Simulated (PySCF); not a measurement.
Several species in one continuum solvent.

Computed with PySCF at CAM-B3LYP/def2-SVPD, non-relativistic, each on one gas-phase PBE0-D3(BJ)/def2-SVP geometry that isn't relaxed in the solvent. The solvent is an IEF-PCM continuum (Bondi radii, 1.10 Å for H, scaled by 1.2). Only the electrostatic response of the medium enters.

Question: Order them by E(solvent) − E(gas) in methanol (ε = 32.61), most negative first (kJ/mol).
A. `[CH3:1][C@H:2]1[CH2:3][CH2:4][AlH:5][CH2:6]1` with C1–C2–C3–C4 179°, C2–C3–C4–Al5 -36°, C3–C4–Al5–C6 12°, C4–Al5–C6–C2 14°
B. `[CH2:1]=[CH:2][CH2:3][AlH:4][CH2:5][CH3:6]` with C1–C2–C3–Al4 -58°, C2–C3–Al4–C5 -82°, C3–Al4–C5–C6 145°
C. `[CH3:1][C:2]1([AlH2:3])[CH2:4][CH2:5][CH2:6]1` with C1–C2–Al3–H -89° and 89°, C1–C2–C4–C5 -139°, C2–C4–C5–C6 20°, C4–C5–C6–C2 -20°, C1–C2–C6–C5 139°
D. `[CH2:1]=[CH:2][AlH:3][CH:4]([CH3:5])[CH3:6]` with C1–C2–Al3–C4 180°, C2–Al3–C4–C5 -172°

Answer: C (-17.2), D (-15.3), A (-13.0), B (-11.4).

```json
{"SMILES": "C[C]1([AlH2])CCC1", "charge": "0", "ΔE (kJ/mol)": "-17.2", "polarisation term (kJ/mol)": "-19.7", "HOMO shift (eV)": "+0.23", "dipole gas (D)": "0.74", "dipole solvent (D)": "0.78", "atoms": "17", "lowest singlet, gas (eV)": "4.48", "lowest singlet, solvent (eV)": "4.73"}
{"SMILES": "C=[CH][AlH][CH](C)C", "charge": "0", "ΔE (kJ/mol)": "-15.3", "polarisation term (kJ/mol)": "-17.4", "HOMO shift (eV)": "+0.22", "dipole gas (D)": "0.66", "dipole solvent (D)": "0.90", "atoms": "17", "lowest singlet, gas (eV)": "4.64", "lowest singlet, solvent (eV)": "4.77"}
{"SMILES": "C[C@H]1C[CH2][AlH][CH2]1", "charge": "0", "ΔE (kJ/mol)": "-13.0", "polarisation term (kJ/mol)": "-14.9", "HOMO shift (eV)": "+0.22", "dipole gas (D)": "0.08", "dipole solvent (D)": "0.11", "atoms": "17", "lowest singlet, gas (eV)": "4.76", "lowest singlet, solvent (eV)": "5.02"}
{"SMILES": "C=C[CH2][AlH][CH2]C", "charge": "0", "ΔE (kJ/mol)": "-11.4", "polarisation term (kJ/mol)": "-13.2", "HOMO shift (eV)": "+0.20", "dipole gas (D)": "1.33", "dipole solvent (D)": "1.80", "atoms": "17", "lowest singlet, gas (eV)": "5.27", "lowest singlet, solvent (eV)": "5.18"}
```

The polarisation term is half the interaction of the solute with the induced surface charges. Singlets are vertical TDDFT energies (frozen core, non-equilibrium response), the lowest in each medium.
